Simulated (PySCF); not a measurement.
**Highest orbital energy against ionisation energy along group 14**

Calculated with PySCF 2.14, no spin-orbit coupling. Each cell gives −ε(HOMO) / ΔSCF in eV; NIST values include spin-orbit coupling, (s) semi-empirical, (t) theoretical.

| species | UHF | LDA | PBE | PBE0 | r2SCAN | NIST (lowest levels) |
| --- | --- | --- | --- | --- | --- | --- |
| C⁺ (x2c-QZVPPall, spin-free X2C) | 24.877 / 24.169 | 17.805 / 24.772 | 17.950 / 24.852 | 19.792 / 24.835 | 18.643 / 25.008 | 24.383 |
| Si⁺ (x2c-QZVPPall, spin-free X2C) | 16.211 / 15.835 | 12.070 / 16.359 | 12.190 / 16.400 | 13.332 / 16.425 | 12.563 / 16.526 | 16.346 |
| Ge⁺ (x2c-QZVPPall, spin-free X2C) | 15.583 / 15.257 | 11.712 / 15.907 | 11.705 / 15.777 | 12.825 / 15.808 | 12.090 / 15.984 | 15.935 |
| Sn⁺ (x2c-QZVPPall, spin-free X2C) | 14.042 / 13.749 | 10.702 / 14.414 | 10.634 / 14.228 | 11.637 / 14.265 | 10.963 / 14.378 | 14.633 |
| Pb⁺ (x2c-QZVPPall, spin-free X2C) | 13.506 / 13.233 | 10.347 / 13.947 | 10.235 / 13.731 | 11.204 / 13.761 | 10.543 / 13.832 | 15.032 |

Problem. How far is −ε(HOMO) from ΔSCF on average for each method, and why?

Solution. UHF 0.40 eV; LDA -4.55 eV; PBE -4.45 eV; PBE0 -3.26 eV; r2SCAN -4.19 eV. Hartree-Fock orbital energies lack relaxation and so exceed the ΔSCF value; semilocal functionals have convex E(N) from self-interaction, so their HOMO lies far too high; exact exchange moves hybrids part of the way back.
